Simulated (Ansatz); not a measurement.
`[OH][Al]([SH])[SH]`. Charge 0, multiplicity 1. The geometry is a stationary point of PBE0-D4/def2-TZVP. It is one conformer, not always the lowest.

```xyz
7

O     0.378    0.818   -1.850
Al    0.025    0.109   -0.363
S    -1.480   -1.457   -0.400
S     1.055    0.775    1.442
H     1.013    1.516   -1.993
H    -1.397   -1.673    0.924
H     0.405   -0.087    2.241
```

(1) What is the dipole moment at r2SCAN/def2-TZVPP? (An estimate is asked.)

(2) And with PBE, B3LYP, ωB97M-V? (Estimate.)

(3) Give the Mulliken charges with r2SCAN, ωB97M-V, PBE in def2-TZVPP. (Estimate.)

## Answers

(1) Computed: 1.24 D, with components (0.61, 0.41, 0.99) D in this frame, pointing from negative to positive charge.

(2) Computed: PBE 1.19 D, B3LYP 1.25 D, ωB97M-V 1.25 D.

(3) The calculation gave: 
```csv
atom,r2SCAN,ωB97M-V,PBE
O1,-0.42,-0.38,-0.35
Al2,0.56,0.50,0.46
S3,-0.26,-0.25,-0.24
S4,-0.28,-0.26,-0.26
H5,0.19,0.16,0.18
H6,0.10,0.11,0.11
H7,0.10,0.11,0.11
```

B3LYP here is the variant with VWN-RPA as its local correlation; programs differ in this.
